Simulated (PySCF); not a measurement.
CBr⁺: energy against distance

Set-up: basis C cc-pVDZ, Br cc-pVDZ-PP with ECP10; scalar-relativistic core potentials; PySCF 2.14. Energies in eV from C⁺ + Br in their ground configurations at the same level. State: ¹Σ⁺ (singlet), closed shell.

Curves on a restricted Hartree–Fock reference rise too fast on stretching and do not dissociate correctly.

| R (Å) | RHF-CCSD | RHF-SCS-MP2 |
| --- | --- | --- |
| 1.464 |  | -3.915 |
| 1.532 | -4.609 | -4.859 |
| 1.600 | -5.142 | -5.376 |
| 1.651 | -5.336 | -5.557 |
| 1.702 | -5.397 | -5.603 |
| 1.753 | -5.356 | -5.545 |
| 1.821 | -5.185 | -5.345 |
| 1.906 | -4.844 | -4.956 |
| 2.008 | -4.329 | -4.354 |
| 2.144 |  | -3.429 |

Put a parabola through the three lowest points of the RHF-CCSD curve and estimate Re, k and ωe (reduced mass 10.42 u; 1 eV/Å² = 0.16022 mdyn/Å; ωe = 1302.8·√(k/μ) cm⁻¹).

Through R = 1.651, 1.702, 1.753 Å the second-order coefficient is 19.6 eV/Å², so Re ≈ 1.707 Å, k ≈ 6.28 mdyn/Å and ωe ≈ 1012 cm⁻¹. A polynomial fit of higher order to the unrounded RHF-CCSD energies gives Re = 1.705 Å, k = 6.15 mdyn/Å, ωe = 1001 cm⁻¹; anharmonicity and rounding make the difference.

The higher-order fit for each curve: RHF-CCSD: Re = 1.705 Å, ωe = 1001 cm⁻¹, De = 5.40 eV; RHF-SCS-MP2: Re = 1.697 Å, ωe = 1032 cm⁻¹, De = 5.60 eV.

Correlated steps freeze 5 core orbitals. Correlated levels converge slowly with the basis: in double zeta they bind strong bonds too weakly, by up to about 1 eV, and carry superposition errors of some tenths. For an ion De counts to the pair picked by the measured ionisation energies or electron affinities, which need not be the lowest pair at this level. Where the molecule has an RHF reference, its open-shell atoms are computed with UHF. The CCSD T1 diagnostic is raised, a sign that a single reference may not be enough here.
